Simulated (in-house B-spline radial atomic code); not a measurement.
A fraction x of an electron is removed from 4f in Sm³⁺, starting from [Xe] 4f5 and keeping the highest spin. Computed with a radial B-spline atomic code at the basis-set limit: scalar-relativistic (X2C) RPBE, spin-polarised, spherical fractional occupations, Fermi nucleus of rms radius 5.0819 fm.

| x | E(x) - E(0) (eV) | 4f up level (eV) |
| --- | --- | --- |
| 0 | 0.0000 | -33.827 |
| 0.12 | 4.1911 | -36.030 |
| 0.15 | 5.2804 | -36.587 |
| 0.29 | 10.5857 | -39.211 |
| 0.42 | 15.8439 | -41.690 |
| 0.5 | 19.2407 | -43.234 |
| 0.61 | 24.1143 | -45.381 |
| 0.74 | 30.1807 | -47.954 |
| 0.86 | 36.0792 | -50.360 |
| 0.91 | 38.6225 | -51.372 |
| 1 | 43.3285 | -53.207 |

The exact functional would give a straight line between the two integer points. Deviations E(x) - E(0) - x[E(1) - E(0)], in eV: -1.008 at x = 0.12, -1.219 at x = 0.15, -1.98 at x = 0.29, -2.354 at x = 0.42, -2.424 at x = 0.5, -2.316 at x = 0.61, -1.882 at x = 0.74, -1.183 at x = 0.86, -0.806 at x = 0.91.

The curve lies below the straight line by up to 2.424 eV (at x = 0.5): convex, the delocalisation error that favours fractional charges.

Question: How well does Slater's transition state (minus the level at half occupation) give the ionisation energy?

Answer: It gives 43.234 eV against 43.328 eV from the two total energies; NIST lists 41.64 eV, ground level to ground level.
